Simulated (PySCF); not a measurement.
Below is a simulated gas-phase C 1s photoelectron spectrum of `Cc1cc[se]c1`.

Every computed line was given a Gaussian of 0.6 eV full width at half maximum and an area set by the number of equivalent atoms; the highest printed point is 100. Method: delta-SCF UKS SCAN, pcX-2 on the ionised atom, pcseg-1 elsewhere, spin-free X2C in PySCF 2.14.0.

```csv
binding energy (eV),intensity
289.3,0
289.4,1
289.5,2
289.6,6
289.7,14
289.8,27
289.9,45
290.0,67
290.1,86
290.2,98
290.3,100
290.4,92
290.5,78
290.6,63
290.7,50
290.8,39
290.9,30
291.0,21
291.1,14
291.2,8
291.3,4
291.4,2
291.5,1
291.6,0
```

**Question.** How many maxima does the curve show, and how many computed lines lie under it?

**Answer.** The curve has 1 maximum (at 290.3 eV). Under it lie 5 lines from 5 inequivalent carbon sites. At this width some lines have no maximum of their own.

**Question.** Decompose the envelope and assign each component. Numbering: `[CH3:1][c:2]1[cH:3][cH:4][se:5][cH:6]1`.

**Answer.** 
```csv
position (eV),relative area,line,atoms,environment
290.11,1,C 1s,C3,aromatic CH carbon
290.18,1,C 1s,C6,aromatic CH carbon
290.33,1,C 1s,C2,substituted aromatic carbon
290.36,1,C 1s,C4,aromatic CH carbon
290.80,1,C 1s,C1,benzylic-type carbon
```

**Question.** What are the centre and the root-mean-square width of the whole band?

**Answer.** The area-weighted mean of the lines is 290.35 eV. Their own spread about it is 0.24 eV (rms) and each Gaussian has σ = 0.6/2.355 = 0.25 eV; the variances add, which gives 0.35 eV.

The listed C 1s values span 0.69 eV, from C3 (bonded to 2 C (aromatic in the SMILES) and H) to C1 (bonded to C and 3 H). Summing the Pauling electronegativity differences to the bonded atoms, each weighted by its formal bond order, gives -0.35 for the lowest site and -1.05 for the highest; the largest sum, 0.00, belongs to C2, 0.47 eV below the top. The smallest sum, -1.05, belongs to C1, 0.69 eV above the lowest. The values 290.33 and 290.36 eV lie too close for their order to be trusted.

No satellites, vibrations or lifetime broadening are included. Geometry: PBE0-D3(BJ)/def2-SVP; no solvent, vibrations or thermal averaging.
